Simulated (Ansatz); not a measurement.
One geometry of C₇H₁₉NSi⁻, that is SiMe3(NHtBu) with one electron more, several levels of theory.

```yaml
crystal:
  periodic: [false, false, false]
  atoms:
    - {symbol: Si, position_ang: [0.506236, 0.791531, 1.047076]}
    - {symbol: C, position_ang: [0.127734, 0.787948, 2.889695]}
    - {symbol: H, position_ang: [-0.951708, 0.903449, 3.085907]}
    - {symbol: H, position_ang: [0.644123, 1.618889, 3.397966]}
    - {symbol: H, position_ang: [0.459460, -0.150459, 3.364283]}
    - {symbol: C, position_ang: [2.367743, 0.655036, 0.797760]}
    - {symbol: H, position_ang: [2.737545, -0.325123, 1.141224]}
    - {symbol: H, position_ang: [2.886458, 1.435832, 1.380695]}
    - {symbol: H, position_ang: [2.670361, 0.778393, -0.254473]}
    - {symbol: C, position_ang: [-0.056479, 2.437243, 0.309921]}
    - {symbol: H, position_ang: [0.137101, 2.499454, -0.773998]}
    - {symbol: H, position_ang: [0.476478, 3.280144, 0.783310]}
    - {symbol: H, position_ang: [-1.137031, 2.594790, 0.463835]}
    - {symbol: N, position_ang: [-0.350211, -0.605560, 0.430797]}
    - {symbol: C, position_ang: [-0.623875, -1.033469, -0.945156]}
    - {symbol: C, position_ang: [0.583227, -0.715695, -1.832079]}
    - {symbol: C, position_ang: [-0.860085, -2.549687, -0.939140]}
    - {symbol: C, position_ang: [-1.870412, -0.325123, -1.506004]}
    - {symbol: H, position_ang: [-1.072511, -0.941811, 1.065860]}
    - {symbol: H, position_ang: [0.406321, -1.061854, -2.862396]}
    - {symbol: H, position_ang: [0.773646, 0.369594, -1.876870]}
    - {symbol: H, position_ang: [1.489300, -1.210021, -1.448045]}
    - {symbol: H, position_ang: [0.024678, -3.071637, -0.542609]}
    - {symbol: H, position_ang: [-1.073137, -2.929407, -1.951781]}
    - {symbol: H, position_ang: [-1.721282, -2.804763, -0.297815]}
    - {symbol: H, position_ang: [-1.717890, 0.765670, -1.531471]}
    - {symbol: H, position_ang: [-2.746951, -0.528653, -0.868125]}
    - {symbol: H, position_ang: [-2.108829, -0.664710, -2.528369]}
basis:
  gaussian: {orbitals: def2-TZVP, initial_orbitals: start.molden}
total_charge: -1
magnetization: {spin_polarized: true, initial_magnetization: 1}
hamiltonian: {xc: {name: wB97X-V}}
scf: {omitted_lower_state_checks: [starts]}
output: {orbitals: {seedname: orbitals}}
```

The file start.molden holds the orbitals of an earlier run on this structure, at another level or in another basis.

```sh
$ ansatz run in.yaml --threads 2 --pin off --events-out ev --progress --plain --max-ram 22528MiB --backend cuda --devices 0, --max-vram 18GiB
```

Shortened log:

```
Functional definition: wB97X-V
2503 factors; their error is unknown
749 factors; integrals over basis functions are off by at most 8.2e-6 eV
mean field evaluation 1: about -16936.5147 eV, gradient 8.2e0 eV
mean field evaluation 2: about -16936.6268 eV, gradient 1.9e-1 eV
mean field evaluation 4: about -16936.6225 eV, gradient 2.5e-2 eV
mean field evaluation 8: about -16936.6225 eV, gradient 1.5e-5 eV
mean field -16936.62254319 eV, -622.4093984072 hartree, gradient 1.7e-5 eV, S^2 0.750533; 0 other end points of the search recorded, 0 dependent functions left out
reference -16936.62254410 eV, -622.4093984406 hartree; 42, 41 occupied and 357, 358 virtual orbitals, 2503 factors
Total energy: -16936.62254410 eV, -622.4093984406 hartree
Checks for a lower state left out: starts
```

It took 28 s on 2 threads of AMD EPYC 7R13 on a shared host and a share (18 GiB) of an NVIDIA H100 80GB HBM3, peak host memory 1.3 GiB.

As the first input, with `hamiltonian: {xc: pbe, dispersion: d4}` (abridged; 6.5 s):

```
Functional definition: PBE
mean field -16924.00203331 eV, -621.9456032236 hartree, gradient 1.5e-5 eV, S^2 0.750404
Total energy: -16924.82847253 eV, -621.9759743047 hartree
Checks for a lower state left out: starts
```

The first input with `gaussian: {orbitals: def2-TZVP}`, `hamiltonian: {xc: pbe0, dispersion: d4}` (abridged; 13 s):

```
Functional definition: PBE0
mean field evaluation 16: about -16926.2056 eV, gradient 1.7e-3 eV
mean field -16926.20558776 eV, -622.0265823561 hartree, gradient 3.0e-5 eV, S^2 0.750560
Total energy: -16926.91795438 eV, -622.0527613465 hartree
Checks for a lower state left out: starts
```

Geometry: r2SCAN-D4/def2-SVP, that of the neutral singlet.

At ωB97X-V/def2-TZVP, PBE-D4/def2-TZVP, PBE0-D4/def2-TZVP the highest occupied level of the charge -1 doublet lies above zero (up to 3.09 eV). By energy differences it is unbound by 1.47 eV (vertical, to the charge 0 singlet, at PBE-D4/def2-TZVP) and held by the finite basis.
